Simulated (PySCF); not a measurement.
# H₃WO + H₂O → WH₅ + O₂

Level: PBE0 in the def2-TZVP basis family, computed in PySCF with density fitting; scalar-relativistic core potentials for atoms from Rb on, none lighter, no spin–orbit coupling; open shells unrestricted.

```csv
species,state and structure,E (Eh),ZPE (kJ/mol),H(298 K) − H(0) (kJ/mol),S° (J/(mol K))
H₃WO,"doublet, Cs, W–H 1.686 Å, W–H 1.740 Å (×2), W–O 1.673 Å; H–W–H 100.7° (×2), H–W–H 124.3°, H–W–O 96.1°, H–W–O 114.0° (×2)",-144.03002,57.0,14.0,299.8
H₂O,"singlet, C2v, O–H 0.960 Å (×2); H–O–H 105.1°",-76.37736,56.5,9.9,188.7
WH₅,"doublet, Cs, W–H 1.671 Å (×2), W–H 1.697 Å (×2), W–H 1.723 Å; H–W–H 60.3°, H–W–H 71.0° (×2), H–W–H 112.5°, H–W–H 114.9° (×2), H–W–H 115.5° (×2), H–W–H 120.6° (×2)",-69.94838,92.6,12.1,266.6
O₂,"triplet, D∞h, O–O 1.193 Å",-150.23561,10.3,8.7,204.9
```

(1) What is the electronic reaction energy?

(2) Add zero-point, thermal and entropy terms for 298.15 K and 1 bar.

Results:

(1) At PBE0/def2-TZVP, ΔE = 586.5 kJ/mol from the differences of the total energies times 2625.5, uphill. 

(2) ΔZPE = -10.6 and Δ[H(298) − H(0)] = -3.1 kJ/mol give ΔH° = 572.8 kJ/mol. ΔS° = -17.0 J/(mol K), so ΔG° = 572.8 − 298.15 × (-0.0170) = 578 kJ/mol.

Spin–orbit coupling can matter for H₃WO, WH₅ and is left out. Open d or f shells are single determinants, so the state found may not be the ground state. The structures come from searches over a few start shapes, so lower isomers are not excluded.
